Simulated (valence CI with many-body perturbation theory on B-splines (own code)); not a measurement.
**S IV: calculation against measured levels**

Computed by configuration interaction combined with many-body perturbation theory (CI+MBPT): three valence electrons over a frozen Dirac-Fock core [Ne], a basis of 11 s, 11 p, 9 d, 7 f, 5 g, 2 h, 1 i functions for each j, with the one-electron correlation potential Σ1, the two-electron term Σ2, the three-electron term Σ3, Breit, model QED; selected CI, second order for the rest, scaled by the run's own slope (own B-spline code, finite nucleus).

Against 64 measured levels this calculation errs by 78 cm⁻¹ on average and by 191 at most. These come from a selection out of NIST levels in Podobedova, Kelleher and Wiese, J. Phys. Chem. Ref. Data 38, 171 (2009). Levels without a partner in it may be off by more.

Measured levels: NIST levels in Podobedova, Kelleher and Wiese, J. Phys. Chem. Ref. Data 38, 171 (2009). Pairs share parity and J, and are chosen by configuration, term and nearness in energy; levels without a clear partner are left out. Energies in cm⁻¹ above the measured ground level. The last column is blank where CI alone has no clear partner.

Names give the largest LS component (configuration and term), which can be under half, so a name can repeat, a term be missing and a line seem to break the LS rules; names also repeat where a configuration has a term twice. Letters in brackets count levels of one name in rising energy.

| Computed label | Label in the source | Measured | Computed | Difference | CI alone, difference |
| --- | --- | --- | --- | --- | --- |
| 3s2 3p 2P°_1/2 | 3s2 3p 2P° | 0 | 0.0 | 0 | 0 |
| 3s2 3p 2P°_3/2 | 3s2 3p 2P° | 951.4 | 953.1 | +2 | +16 |
| 3s 3p2 4P_1/2 | 3s 3p2 4P | 71184.1 | 71081.9 | -102 | -1133 |
| 3s 3p2 4P_3/2 | 3s 3p2 4P | 71528.7 | 71426.4 | -102 | -1127 |
| 3s 3p2 4P_5/2 | 3s 3p2 4P | 72074.4 | 71973.8 | -101 | -1111 |
| 3s 3p2 2D_3/2 | 3s 3p2 2D | 94103.1 | 94048.3 | -55 | -689 |
| 3s 3p2 2D_5/2 | 3s 3p2 2D | 94150.3 | 94095.6 | -55 | -681 |
| 3s 3p2 2S_1/2 | 3s 3p2 2S | 123509.3 | 123588.0 | +79 | +255 |
| 3s 3p2 2P_1/2 | 3s 3p2 2P | 133619.6 | 133708.7 | +89 | +1476 |
| 3s 3p2 2P_3/2 | 3s 3p2 2P | 134245.4 | 134335.8 | +90 | +1491 |
| 3s2 3d 2D_3/2 | 3s2 3d 2D | 152133.2 | 152144.9 | +12 | +767 |
| 3s2 3d 2D_5/2 | 3s2 3d 2D | 152146.8 | 152158.7 | +12 | +772 |
| 3s2 4s 2S_1/2 | 3s2 4s 2S | 181448.2 | 181487.8 | +40 | -654 |
| 3p3 2D°_3/2 | 3p3 2D° | 185055.2 | 184921.5 | -134 | -1360 |
| 3p3 2D°_5/2 | 3p3 2D° | 185148 | 185015.0 | -133 | -1352 |
| 3p3 4S°_3/2 | 3p3 4S° | 196455.4 | 196436.5 | -19 | +453 |
| 3s 3p 3d 4F°_3/2 | 3s 3p(3P°) 3d 4F° | 203442.8 | 203267.0 | -176 | -1399 |
| 3s 3p 3d 4F°_5/2 | 3s 3p(3P°) 3d 4F° | 203632.8 | 203459.3 | -174 | -1389 |
| 3s 3p 3d 4F°_7/2 | 3s 3p(3P°) 3d 4F° | 203906.3 | 203733.0 | -173 | -1378 |
| 3s 3p 3d 4F°_9/2 | 3s 3p(3P°) 3d 4F° | 204264.9 | 204092.6 | -172 | -1365 |
| 3p3 2P°_3/2 | 3p3 2P° | 211366.6 | 211347.1 | -19 | -363 |
| 3p3 2P°_1/2 | 3p3 2P° | 211376.3 | 211356.2 | -20 | -385 |
| 3s2 4p 2P°_1/2 | 3s2 4p 2P° | 213514.7 | 213519.7 | +5 | -787 |
| 3s2 4p 2P°_3/2 | 3s2 4p 2P° | 213725.3 | 213728.7 | +3 | -808 |
| 3s 3p 3d 4P°_5/2 | 3s 3p(3P°) 3d 4P° | 222198.3 | 222064.7 | -134 | -671 |
| 3s 3p 3d 4P°_3/2 | 3s 3p(3P°) 3d 4P° | 222488.6 | 222354.1 | -134 | -671 |
| 3s 3p 3d 4P°_1/2 | 3s 3p(3P°) 3d 4P° | 222692.4 | 222558.6 | -134 | -677 |
| 3s 3p 3d 4D°_1/2 | 3s 3p(3P°) 3d 4D° | 224342.7 | 224216.6 | -126 | -324 |
| 3s 3p 3d 4D°_3/2 | 3s 3p(3P°) 3d 4D° | 224435.6 | 224309.5 | -126 | -326 |
| 3s 3p 3d 4D°_5/2 | 3s 3p(3P°) 3d 4D° | 224539.3 | 224413.3 | -126 | -320 |
| 3s 3p 3d 4D°_7/2 | 3s 3p(3P°) 3d 4D° | 224617.3 | 224492.8 | -125 | -306 |
| 3s 3p 3d 2D°_5/2 [a] | 3s 3p(3P°) 3d 2D° | 233610.4 | 233578.4 | -32 | +359 |
| 3s 3p 3d 2D°_3/2 [a] | 3s 3p(3P°) 3d 2D° | 233641.7 | 233609.2 | -33 | +353 |
| 3s 3p 3d 2F°_5/2 [a] | 3s 3p(3P°) 3d 2F° | 241646.3 | 241616.7 | -30 | -515 |
| 3s 3p 3d 2F°_7/2 [a] | 3s 3p(3P°) 3d 2F° | 242421.4 | 242393.5 | -28 | -497 |
| 3s2 4d 2D_3/2 | 3s2 4d 2D | 255395.8 | 255353.6 | -42 | -717 |
| 3s2 4d 2D_5/2 | 3s2 4d 2D | 255400.3 | 255357.5 | -43 | -716 |
| 3s 3p 4s 4P°_1/2 | 3s 3p(3P°) 4s 4P° | 263097.1 | 263069.3 | -28 | -1740 |
| 3s 3p 4s 4P°_3/2 | 3s 3p(3P°) 4s 4P° | 263448.1 | 263421.0 | -27 | -1729 |
| 3s 3p 4s 4P°_5/2 | 3s 3p(3P°) 4s 4P° | 264067.7 | 264041.9 | -26 | -1715 |
| 3s 3p 3d 2P°_3/2 [a] | 3s 3p(3P°) 3d 2P° | 264882.8 | 264951.9 | +69 | +177 |
| 3s 3p 3d 2P°_1/2 [a] | 3s 3p(3P°) 3d 2P° | 265055.1 | 265122.8 | +68 | +131 |
| 3s 3p 4s 2P°_1/2 | 3s 3p(3P°) 4s 2P° | 270826.7 | 270794.1 | -33 | -1498 |
| 3s2 5s 2S_1/2 | 3s2 5s 2S | 271020.9 | 270829.5 | -191 | -1069 |
| 3s 3p 4s 2P°_3/2 | 3s 3p(3P°) 4s 2P° | 271436.9 | 271403.6 | -33 | -1515 |
| 3s 3p 3d 2P°_3/2 [b] | 3s 3p(1P°) 3d 2P° | 278642.4 | 278672.1 | +30 | +1535 |
| 3s 3p 3d 2P°_1/2 [b] | 3s 3p(1P°) 3d 2P° | 278676.9 | 278709.1 | +32 | +1542 |
| 3s 3p 3d 2D°_3/2 [b] | 3s 3p(1P°) 3d 2D° | 281093.6 | 281151.5 | +58 | +1581 |
| 3s 3p 3d 2D°_5/2 [b] | 3s 3p(1P°) 3d 2D° | 281231.6 | 281288.2 | +57 | +1585 |
| 3s2 5p 2P°_1/2 | 3s2 5p 2P° | 285122.2 | 284961.3 | -161 | -1084 |
| 3s2 5p 2P°_3/2 | 3s2 5p 2P° | 285296 | 285137.3 | -159 | -1078 |
| 3s 3p 4p 2P_1/2 | 3s 3p(3P°) 4p 2P | 292569.2 | 292500.8 | -68 | -1787 |
| 3s 3p 4p 2P_3/2 | 3s 3p(3P°) 4p 2P | 292893.9 | 292826.5 | -67 | -1772 |
| 3s 3p 4p 4D_1/2 | 3s 3p(3P°) 4p 4D | 293310.8 | 293243.2 | -68 | -1822 |
| 3s 3p 4p 4D_3/2 | 3s 3p(3P°) 4p 4D | 293463.1 | 293395.5 | -68 | -1825 |
| 3s 3p 4p 4D_5/2 | 3s 3p(3P°) 4p 4D | 293736.6 | 293669.6 | -67 | -1838 |
| 3s 3p 4p 4D_7/2 | 3s 3p(3P°) 4p 4D | 294282.2 | 294216.1 | -66 | -1825 |
| 3s 3p 4p 4P_1/2 | 3s 3p(3P°) 4p 4P | 297397.1 | 297298.6 | -98 | -1965 |
| 3s 3p 4p 4P_3/2 | 3s 3p(3P°) 4p 4P | 297592.7 | 297495.7 | -97 | -1957 |
| 3s 3p 4p 4P_5/2 | 3s 3p(3P°) 4p 4P | 298010.3 | 297912.9 | -97 | -1949 |

The table shows the lowest 60 pairs. Over 64 excited levels the mean absolute difference is 78 cm⁻¹, the median 68 and the largest 191. For the 64 levels that pair on every rung the mean is CI alone 1086, + Σ1 963, + Σ2 127, + Σ3 69, + Breit 64, + QED 78. The comparison draws on a selection of the measured levels: 65 of the 69 computed ones have a partner in it, and others may be off by more.
